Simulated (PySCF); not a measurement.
How methods differ on the ionisation energy of Pd³⁸⁺

Pd³⁸⁺ [He] 2s2 2p4 (3P) → Pd³⁹⁺ [He] 2s2 2p3 (4S), as a difference of total energies. Computed with PySCF 2.14 in an uncontracted even-tempered set (17 s from 14 bohr⁻², ratio 2.2; 11 p from 18 bohr⁻², ratio 2.2; 6 d from 79 bohr⁻², ratio 2.4; 5 f from 120 bohr⁻², ratio 2.4; 4 g from 180 bohr⁻², ratio 2.4), with the non-relativistic Hamiltonian (point nucleus). Correlated levels: nothing frozen; virtual orbitals above 40 to 60 times the deepest correlated orbital energy dropped. The calculations carry no spin-orbit coupling.

```csv
method,ionisation energy (eV)
UHF,5634.4
LDA,5631.2
PBE,5636.9
PBE0,5636.8
r2SCAN,5638.0
BHandHLYP,5637.0
B2PLYP,5636.9
MP2 (all electrons),5635.9
SCS-MP2 (all electrons),5636.0
```

Spin-orbit coupling is strong in these open shells (close to jj coupling). The scalar numbers leave it out and a first-order estimate fails, so it can dominate the gap to the real levels.

The gap to the reference is mostly relativistic.

For comparison: 5683 ± 11 eV (semi-empirical (NIST evaluation); NIST Atomic Spectra Database, ionization energies).
